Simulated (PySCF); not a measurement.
Al(F)(OMe)(SiH3) (CH₆AlFOSi), SMILES [Al]([SiH3])([O]C)[F].

The structure is a stationary point at B3LYP-D3(BJ)/def2-SVP. The structure was generated by enumeration; whether it is a known compound was not checked. The values are those of a single conformer.

All values below come from TDA-PBE/def2-SVPD (PySCF).

Vertical excitations. 

| state | energy (eV) | λ (nm) | f | main pairs |
|---|---|---|---|---|
| S1 | 5.17 | 240 | 0.001 | HOMO−1→LUMO 100 % |
| S2 | 5.45 | 227 | 0.047 | HOMO→LUMO 78 %, HOMO−1→LUMO+1 17 % |
| S3 | 5.65 | 219 | 0.001 | HOMO→LUMO+1 92 % |
| S4 | 5.82 | 213 | 0.040 | HOMO−1→LUMO+1 80 %, HOMO→LUMO 15 % |
| S5 | 6.10 | 203 | 0.079 | HOMO−2→LUMO 80 % |
| S6 | 6.29 | 197 | 0.013 | HOMO→LUMO+2 92 % |
| S7 | 6.33 | 196 | 0.032 | HOMO−1→LUMO+2 63 %, HOMO−2→LUMO+1 32 % |
| S8 | 6.48 | 191 | 0.311 | HOMO−2→LUMO+1 57 %, HOMO−1→LUMO+2 32 % |
| S9 | 6.82 | 182 | 0.007 | HOMO−3→LUMO 90 % |
| S10 | 7.02 | 177 | 0.042 | HOMO−2→LUMO+2 41 %, HOMO−4→LUMO 39 % |
| T1 | 4.80 | 258 | 0 | HOMO−2→LUMO 92 % |
| T2 | 4.85 | 256 | 0 | HOMO→LUMO 93 % |
| T3 | 5.06 | 245 | 0 | HOMO−1→LUMO 98 % |
| T4 | 5.46 | 227 | 0 | HOMO→LUMO+1 97 % |
Triplets are in the Tamm–Dancoff approximation.
